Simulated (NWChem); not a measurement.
# Basis-set convergence for H4GeN2

```xyz
7

Ge     0.0000     0.0000     0.4649
N      1.3815     0.0000    -0.7482
H      2.3479     0.0000    -0.4373
H      1.3107     0.0000    -1.7632
N     -1.3815     0.0000    -0.7482
H     -1.3107     0.0000    -1.7632
H     -2.3479     0.0000    -0.4373
```
Charge 0, spin multiplicity 1.

Everything below was run with NWChem. The geometry was optimised at B3LYP/def2-SVP, a minimum by its harmonic frequencies. It is one conformer; others weren't searched.

Quantity: LUMO energy at the level PBE0.

The Hamiltonian is non-relativistic. The Pople sets run with spherical d functions. The structure started from a generated list of species.

Problem. In aug-cc-pVTZ the value is -0.85 eV. Among STO-3G, 3-21G, def2-SVP, 6-311G**, def2-SVPD, aug-pcseg-1, def2-TZVP, def2-TZVPD, def2-TZVPP, which is the smallest basis within 0.2 eV of it?

Solution. def2-SVPD, with 110 functions against 243 and about 3 % of the time (also within reach: aug-pcseg-1, def2-TZVPD). aug-cc-pVTZ isn't the basis-set limit itself, and a small set can land close by cancellation.

```json
[
 {"basis": "STO-3G", "functions": "32", "LUMO energy (eV)": "3.13"},
 {"basis": "3-21G", "functions": "48", "LUMO energy (eV)": "0.00"},
 {"basis": "def2-SVP", "functions": "80", "LUMO energy (eV)": "-0.37"},
 {"basis": "6-311G**", "functions": "104", "LUMO energy (eV)": "-0.53"},
 {"basis": "def2-SVPD", "functions": "110", "LUMO energy (eV)": "-0.73"},
 {"basis": "aug-pcseg-1", "functions": "118", "LUMO energy (eV)": "-0.88"},
 {"basis": "def2-TZVP", "functions": "134", "LUMO energy (eV)": "-0.62"},
 {"basis": "def2-TZVPD", "functions": "164", "LUMO energy (eV)": "-0.76"},
 {"basis": "def2-TZVPP", "functions": "166", "LUMO energy (eV)": "-0.63"},
 {"basis": "aug-cc-pVTZ", "functions": "243", "LUMO energy (eV)": "-0.85"}
]
```
